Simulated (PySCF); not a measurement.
H₃P. Atoms are numbered in the order given.

```xyz
4

P      0.0000     0.0000    -0.1282
H      1.0323     0.5960     0.6412
H      0.0000    -1.1920     0.6412
H     -1.0323     0.5960     0.6412
```
Charge 0, spin multiplicity 1.

The structure is a stationary point at B3LYP-D3(BJ)/def2-TZVP.

These are PBE0/pcSseg-1 (PySCF) values and carry that method's errors.

GIAO shieldings, no solvent; atoms alike by connectivity are averaged. δ = σ(ref) − σ: ¹H against TMS (σ = 31.56 ppm), references at their B3LYP-D3(BJ)/def2-TZVP geometries, non-relativistic.

Computed chemical shifts:
```json
[
 {"nucleus": "¹H", "atoms": "H2, H3, H4", "count": "3", "δ (ppm)": "2.14"}
]
```
